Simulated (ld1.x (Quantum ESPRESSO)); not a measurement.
# An all-electron radial function and its pseudo partner (calcium (Ca))

Columns: radius, all-electron u(r) and pseudo u(r) of the 4s shell (level -14.41 eV) of calcium in the configuration [Ne] 3s2 3p6 3d0 4s0 4p0; LDA (PZ), scalar-relativistic, PAW scheme, ld1.x (Quantum ESPRESSO) 7.5.

| r (bohr) | all-electron | pseudo |
| --- | --- | --- |
| 0.158 | -0.1277 | 0.2377 |
| 0.315 | -0.1639 | 0.4327 |
| 0.473 | 0.0507 | 0.5563 |
| 0.630 | 0.2431 | 0.5928 |
| 0.788 | 0.3310 | 0.5476 |
| 0.945 | 0.3188 | 0.4402 |
| 1.102 | 0.2380 | 0.2965 |
| 1.260 | 0.1183 | 0.1398 |
| 1.418 | -0.0162 | -0.0117 |
| 1.575 | -0.1489 | -0.1490 |
| 1.732 | -0.2710 | -0.2711 |
| 1.890 | -0.3777 | -0.3777 |
| 2.047 | -0.4654 | -0.4654 |
| 2.205 | -0.5344 | -0.5344 |
| 2.362 | -0.5849 | -0.5849 |
| 2.520 | -0.6189 | -0.6189 |
| 2.678 | -0.6380 | -0.6380 |
| 2.835 | -0.6445 | -0.6445 |
| 2.992 | -0.6405 | -0.6405 |
| 3.150 | -0.6278 | -0.6278 |
| 3.308 | -0.6085 | -0.6085 |
| 3.465 | -0.5843 | -0.5843 |
| 3.622 | -0.5563 | -0.5563 |
| 3.780 | -0.5258 | -0.5258 |
| 3.938 | -0.4938 | -0.4938 |
| 4.095 | -0.4614 | -0.4614 |

(1) How many radial nodes do the two functions have?

(2) At about which radius was the pseudo-wave matched?

(3) Is the pseudo-wave norm-conserving?

Answers

(1) The all-electron 4s function has n − l − 1 = 3 (the table is too coarse to show those close to the nucleus); the pseudo-wave has 1, since 1 lower shell of the same l stays in the valence.

(2) 1.85 bohr. The columns agree to 0.0005 from 1.57 bohr on; several derivatives are matched, so the curves merge somewhat inside the radius.

(3) No, it belongs to a PAW set: the norm inside the radius is not constrained, and the difference is carried by the augmentation charge.
